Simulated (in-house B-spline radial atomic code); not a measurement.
**Ionising Os52+ with different functionals**

Computed with a radial B-spline atomic code at the basis-set limit: scalar-relativistic (spin-free X2C) Hamiltonian, Fermi nucleus of rms radius 5.4126 fm, spin-polarised at highest spin, spherical fractional occupations for the functionals. The ionisation energy is the difference of two self-consistent energies, [Ar] 3d6 → [Ar] 3d5, without Breit or QED terms; ε is the level of the shell that loses the electron (its least bound occupied spin orbital). There is no spin-orbit coupling in this Hamiltonian.

Hybrids are left out here: with spherical fractional occupations of an open shell their exact exchange keeps a self-interaction that integer-occupation calculations don't have.

| method | rung | ΔSCF (eV) | -ε(3d) (eV) |
| --- | --- | --- | --- |
| LDA exchange-only | LDA | ? | ? |
| PW91 | GGA | 4934.1 | 4867.1 |
| AM05 | GGA | ? | ? |
| RPBE | GGA | 4932.9 | 4866.1 |
| revTPSS | meta-GGA | 4930.6 | 4864.2 |

Q: What does AM05 give?

A: ΔSCF 4932.7 eV, and -ε(3d) = 4865.9 eV.

Q: What does LDA exchange-only give?

A: ΔSCF 4929.5 eV, and -ε(3d) = 4862.5 eV.

Q: How do they compare with the NIST value?

A: NIST lists 4917 eV ± 4 (tabulated theory, ground level to ground level). Errors run from +12.5 to +17.1 eV. The correlated functionals all miss on the same side by more than they spread, so the cause is common to them (spin-orbit coupling, Breit-QED terms, multiplet and fine-structure energies, or a listed next ion that isn't the cheapest removal here) and closeness doesn't rank the functionals.
